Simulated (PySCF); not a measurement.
Geometries of 2 isomers of C4H7F3OS, from PBE0-D3(BJ)/def2-SVP geometry optimisation, gas phase in PySCF 2.14.0. One conformer each, no zero-point energy, no frequencies.

**Question.** Which is lower in electronic energy at this level?
A.
```xyz
16
angstrom
C     -2.546    0.318   -0.246
C     -1.168   -0.031    0.279
S      0.044    0.198   -1.069
O     -0.332   -0.799   -2.126
C      1.495   -0.554   -0.216
C      2.272    0.393    0.658
F      3.311   -0.224    1.222
F      1.514    0.884    1.651
F      2.741    1.431   -0.034
H     -3.308    0.120    0.521
H     -2.774   -0.290   -1.133
H     -2.613    1.381   -0.526
H     -0.850    0.602    1.121
H     -1.102   -1.091    0.571
H      1.171   -1.432    0.359
H      2.130   -0.886   -1.049
```
B.
```xyz
16
angstrom
C     -2.266   -0.156   -0.340
S     -1.242   -0.706    1.041
C      0.314    0.141    0.654
C      0.217    1.647    0.585
O      0.856   -0.299   -0.597
C      1.751   -1.293   -0.572
F      1.274   -2.414   -0.033
F      2.843   -0.963    0.133
F      2.120   -1.547   -1.815
H     -3.161   -0.793   -0.333
H     -2.580    0.893   -0.244
H     -1.735   -0.310   -1.291
H      0.988   -0.160    1.472
H     -0.215    2.037    1.516
H      1.217    2.079    0.438
H     -0.415    1.959   -0.258
```

**Answer.** B. That is `C(F)(F)(F)O[C@@H](C)SC`, 34.2 kcal/mol below the other.

```
             SMILES                                      atoms numbered as above      E (Eh)  relative (kcal/mol)  relative (kJ/mol)  dipole (D)
CS[C@H](C)OC(F)(F)F    [CH3:1][S:2][C@H:3]([CH3:4])[O:5][C:6]([F:7])([F:8])[F:9]  -928.40258                  0.0                0.0        2.46
CC[S@](=O)CC(F)(F)F  [CH3:1][CH2:2][S@:3](=[O:4])[CH2:5][C:6]([F:7])([F:8])[F:9]  -928.34812                 34.2              143.0        2.43
```

As drawn, the higher has an S=O bond, which the lower lacks.
